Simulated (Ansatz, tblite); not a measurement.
Cost and result up the ladder for Ag₂Ge (3 atoms). Charge 0, multiplicity 1. Geometry: PBE0-D4/def2-TZVP.

```xyz
3

Ag    0.497   -0.670   -1.417
Ag   -0.603    1.477    0.400
Ge    0.106   -0.807    1.017
```

Ansatz on 4 threads of Arm Neoverse V1 on a shared host; xTB runs through tblite on one thread. Times are rough, summed over both states, and most runs start from the orbitals of an earlier one. RPA@PBE/def2-TZVP serves as the yardstick here, not as an exact answer. The other state is a quintet at its own geometry.

In the def2 sets Ag takes a core potential; there is no spin–orbit coupling. The xTB rows come from tblite. Correlated methods freeze 9 core orbitals; core or outer-core shells of Ag, Ge are correlated, in sets that lack core-valence functions. At PBE0-D4/def2-TZVP a singlet of charge 0 lies 2.44 eV below the quintet, each at its own geometry. The structure comes from a short search, and lower isomers may exist.

Run but left out: HF/STO-3G (singlet: restricted singlet, unstable in another Hartree–Fock run and untested here); PBE-QIDH/def2-TZVP (singlet: restricted singlet, unstable towards broken spin symmetry).

Correlated methods converge slowly with the basis.

xTB has no spin-polarisation term.

```tsv
level	functions	wall time
GFN1-xTB	27	0.006 s
GFN2-xTB	27	0.011 s
revPBE-D4/def2-TZVP	128	3.4 s
PBE-D4/def2-TZVP	128	3.5 s
BLYP-D4/def2-TZVP	128	4 s
CAM-B3LYP-D4/def2-TZVP	128	7 s
RPA@PBE/def2-TZVP	128	8.6 s
r2SCAN-D4/def2-TZVP (with forces)	128	10 s
r2SCANh-D4/def2-TZVP	128	12 s
PBE0-D4/def2-TZVP	128	15 s
```

(1) Estimate what each level gives for the quintet − singlet (eV).

## Answers

(1) 
| level | quintet − singlet (eV) | difference from RPA@PBE/def2-TZVP (eV) |
| --- | --- | --- |
| GFN1-xTB | 2.42 | -0.03 |
| GFN2-xTB | 3.74 | 1.29 |
| revPBE-D4/def2-TZVP | 2.73 | 0.28 |
| PBE-D4/def2-TZVP | 2.85 | 0.40 |
| BLYP-D4/def2-TZVP | 3.08 | 0.63 |
| CAM-B3LYP-D4/def2-TZVP | 2.58 | 0.13 |
| RPA@PBE/def2-TZVP | 2.45 | 0.00 |
| r2SCAN-D4/def2-TZVP (with forces) | 2.55 | 0.10 |
| r2SCANh-D4/def2-TZVP | 2.42 | -0.03 |
| PBE0-D4/def2-TZVP | 2.44 | -0.01 |
